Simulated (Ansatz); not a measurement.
Reaction (redistribution): `FCO[SiH2][SeH]` + `[OH][GaH][Br]` → `FCO[SiH2]Br` + `[OH][GaH][SeH]`

Computed with Ansatz on PBE0-D4/def2-TZVP structures; ΔE is electronic, products minus reactants. CCSD(T)/CBS adds triple-zeta CCSD(T) − MP2 to the extrapolated MP2 energy (def2 sets, frozen cores). Functionals use def2-TZVPP. B3LYP here is the variant with VWN-RPA as its local correlation; programs differ in this. For Br, Ga, Se outer-core shells are correlated without core-valence functions, which leaves a few kJ/mol of doubt a bond. Scalar relativity is left out up to krypton. One conformer a species, not always the lowest.

`FCO[SiH2][SeH]`:

Z-matrix (Å, degrees):
```
C
O 1 1.374
F 1 1.376 2 110.4
H 1 1.096 2 111.5 3 -118.7
H 1 1.092 2 108.4 3 117.8
Si 2 1.654 1 125.6 3 61.8
Se 6 2.273 2 112.6 1 48.6
H 6 1.477 2 104.0 1 169.4
H 6 1.480 2 112.0 1 -68.9
H 7 1.469 6 92.8 2 71.0
```

`[OH][GaH][Br]`:

Z-matrix (Å, degrees):
```
Ga
O 1 1.773
Br 1 2.291 2 115.4
H 1 1.543 2 121.9 3 180.0
H 2 0.960 1 113.6 3 -0.0
```

`FCO[SiH2]Br`:

```xyz
9

F     0.650   -1.517   -1.098
C    -0.576   -0.981   -0.787
O    -0.463    0.372   -0.563
Si    0.481    1.104    0.566
Br    0.126    0.188    2.556
H    -1.235   -1.131   -1.644
H    -0.941   -1.503    0.103
H     1.920    0.959    0.271
H     0.039    2.510    0.597
```

`[OH][GaH][SeH]`:

Z-matrix (Å, degrees):
```
Ga
Se 1 2.328
O 1 1.782 2 119.4
H 1 1.550 2 122.4 3 180.0
H 2 1.469 1 93.1 3 0.1
H 3 0.959 1 114.9 2 -0.1
```

```
             level  ΔE (kJ/mol)  difference from CCSD(T)/CBS
            PBE-D4         -0.7                          3.0
         r2SCAN-D4         -1.4                          2.3
           PBE0-D4         -0.3                          3.4
          B3LYP-D4         -1.6                          2.1
           ωB97X-V         -0.3                          3.4
           ωB97M-V         -1.5                          2.2
            B2PLYP         -2.0                          1.7
               PBE         -1.0                          2.7
            r2SCAN         -1.6                          2.1
              PBE0         -0.7                          3.0
             B3LYP         -2.1                          1.6
     HF/def2-TZVPP          0.1                          3.8
    MP2/def2-TZVPP         -2.4                          1.3
SCS-MP2/def2-TZVPP         -2.0                          1.7
   CCSD/def2-TZVPP         -1.5                          2.2
CCSD(T)/def2-TZVPP         -1.5                          2.2
     HF/def2-QZVPP         -0.2                          3.5
    MP2/def2-QZVPP         -3.7                          0.0
SCS-MP2/def2-QZVPP         -3.2                          0.5
      HF/CBS(def2)         -0.3                          3.4
     MP2/CBS(def2)         -4.6                         -0.9
    CCSD/CBS(def2)         -3.7                          0.0
       CCSD(T)/CBS         -3.7                            0
```

Largest T1 diagnostic among the species: 0.013.
